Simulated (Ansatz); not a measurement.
A nudged elastic band was laid between two geometries of CH4BClO + H2S (11 atoms, charge 0, multiplicity 1).

The calculation used RKS PBE/6-31G* (Ansatz 0.2.0).

```json
{"movable images": "7", "climbing image": "yes", "spring": "5.0 eV/Å²", "optimiser": "quadratic models (default)", "start path": "through a guess of the saddle point", "force threshold": "0.05 eV/Å", "iteration limit": "60", "end points": "relaxed"}
```

Image 0:

```xyz
11
Properties=species:S:1:pos:R:3
B -0.204 -0.642 -0.329
Cl -0.726 -0.543 1.409
C 1.151 -0.002 -0.778
H 1.998 -0.465 -0.240
H 1.318 -0.119 -1.861
H 1.181 1.075 -0.526
O -1.021 -1.282 -1.205
H -1.830 -1.625 -0.773
S 0.654 3.281 1.742
H 1.782 2.884 2.386
H 0.062 2.068 1.919
```

Image 8:

```xyz
11
Properties=species:S:1:pos:R:3
B -0.022 0.485 -0.411
Cl -0.438 0.347 3.754
C 1.413 -0.032 -0.818
H 1.384 -0.929 -1.461
H 1.987 0.744 -1.355
H 2.002 -0.290 0.081
O -1.202 -0.135 -0.711
H -1.048 -0.957 -1.217
S -0.277 2.040 0.572
H 1.038 2.354 0.707
H -0.473 1.004 2.605
```

**Question.** What changes between the two ends?

**Answer.** Bonds broken: B1–Cl2, S9–H11. Bonds formed: B1–S9, Cl2–H11. CH4BClO + H2S becomes CH5BOS + ClH.

**Question.** Give the energies along the band, and the barrier.

**Answer.** It converged. The highest image is number 4 of 0 to 8, 1.09 eV above the first end and 0.80 eV above the last; the last end lies 0.28 eV above the first. The profile has 2 maxima (images 4, 7) with wells between them (image 6): this band takes more than one step, which may be the mechanism or a detour left from its start path. A structure lower than the last end lies on the path between it and the top, so the climb from that side starts below the end, which may itself be a saddle point or a shallow side well. A vibrational analysis at the climbing image gives one clearly imaginary mode, 580i cm⁻¹: a first-order saddle point. The orbitals stay closed-shell, which can raise the energy where a bond breaks towards radicals; this wasn't checked here.

```csv
image,path coordinate (Å),energy (eV),B1–Cl2 (Å),S9–H11 (Å),B1–S9 (Å)
0,0.00,0.00,1.82,1.36,4.52
1,1.34,0.01,1.82,1.36,4.23
2,2.68,0.03,1.82,1.36,3.94
3,4.02,0.10,1.83,1.36,3.33
4,5.36,1.09,2.32,1.57,2.08
5,7.03,0.28,3.83,2.29,1.87
6,8.69,0.27,3.94,2.27,1.87
7,10.36,0.30,4.07,2.31,1.85
8,12.03,0.28,4.19,2.29,1.86
```

**Question.** What is the geometry of the highest image?

**Answer.** 
```xyz
11
Properties=species:S:1:pos:R:3:forces:R:3
B 0.028 0.193 -0.051 0.00 0.00 0.00
Cl 0.119 -0.625 2.119 0.00 0.00 0.00
C 1.487 0.096 -0.626 0.00 0.00 0.00
H 1.723 -0.957 -0.854 0.00 0.00 0.00
H 1.559 0.667 -1.571 0.00 0.00 0.00
H 2.261 0.472 0.062 0.00 0.00 0.00
O -1.026 -0.426 -0.660 0.00 0.00 0.00
H -1.881 -0.333 -0.198 0.00 0.00 0.00
S -0.460 2.050 0.760 0.00 0.00 0.00
H 0.814 2.510 0.874 0.00 0.00 0.00
H -0.261 0.983 1.891 0.00 0.00 0.00
```

The band took 45 iterations and of the order of 19 core-minutes.

Run time: 9.7 min on 2 threads of Arm Neoverse V1, with other jobs on the host, peak memory 0.14 GiB.
